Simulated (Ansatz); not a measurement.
`C=CO[Si](F)(F)F` and `O[SiH](O)[Si](F)(F)F` differ in one atom or group.

Ansatz, PBE0-D4/def2-TZVP geometries, multiplicity 1. Each molecule was computed in one conformer, which needn't be the lowest.

| property | `C=CO[Si](F)(F)F` |
| --- | --- |
| size of the dipole moment (PBE/def2-TZVPP) / D | 1.62 |
| HOMO energy (PBE/def2-TZVPP) / eV | -6.49 |
| size of the dipole moment (B3LYP/def2-TZVPP) / D | 1.77 |
| LUMO energy (PBE0/def2-TZVPP) / eV | -0.03 |
| LUMO energy (PBE/def2-TZVPP) / eV | -1.05 |
| LUMO energy (B3LYP/def2-TZVPP) / eV | -0.30 |

Problem. Give the same properties after the change, and the shifts. (Best estimate.)

Solution. The calculation gave: 
| property | `O[SiH](O)[Si](F)(F)F` | shift |
| --- | --- | --- |
| size of the dipole moment (PBE/def2-TZVPP) / D | 3.91 | 2.29 |
| HOMO energy (PBE/def2-TZVPP) / eV | -7.20 | -0.71 |
| size of the dipole moment (B3LYP/def2-TZVPP) / D | 4.08 | 2.31 |
| LUMO energy (PBE0/def2-TZVPP) / eV | -0.52 | -0.49 |
| LUMO energy (PBE/def2-TZVPP) / eV | -1.36 | -0.31 |
| LUMO energy (B3LYP/def2-TZVPP) / eV | -0.75 | -0.45 |

With PBE0 the HOMO falls by 0.90 eV and the LUMO falls by 0.49 eV, so the gap widens by about 0.41 eV. PBE moves the HOMO by -0.71 eV and ωB97M-V by -0.77 eV. Dipoles are sizes alone; their direction can turn.

B3LYP here is the variant with VWN-RPA as its local correlation; programs differ in this.
